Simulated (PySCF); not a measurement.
Cl4Hf, charge +1, multiplicity 2. Atoms are numbered in the order given.

```xyz
5

Hf     0.0000     0.0000     0.0000
Cl    -1.3928     1.3928     1.2824
Cl    -1.3928    -1.3928    -1.2824
Cl     1.3928     1.3928    -1.2824
Cl     1.3928    -1.3928     1.2824
```
Charge +1, spin multiplicity 2.

Geometry optimised at B3LYP-D3(BJ)/def2-SVP. The multiplicity is an assumed one; other spin states were not compared. The def2 effective core potentials stand for the cores of Hf; spin–orbit coupling is left out.

Calculation: CAM-B3LYP/def2-TZVP (PySCF).

ESP charges are fitted to the potential on shells at 1.4 to 2.0 van der Waals radii. Atomic charges (e):

```tsv
atom	Mulliken	ESP fit	Mulliken spin
Hf1	…	0.53	-0.17
Cl2	…	0.12	0.29
Cl3	…	0.12	0.29
Cl4	…	0.12	0.29
Cl5	…	0.12	0.29
```

Q: Complete the blanks. (An estimate is asked for; the answer gives what the named calculation found.)

A: 
- Hf1, Mulliken: 1.21
- Cl2, Mulliken: -0.05
- Cl3, Mulliken: -0.05
- Cl4, Mulliken: -0.05
- Cl5, Mulliken: -0.05
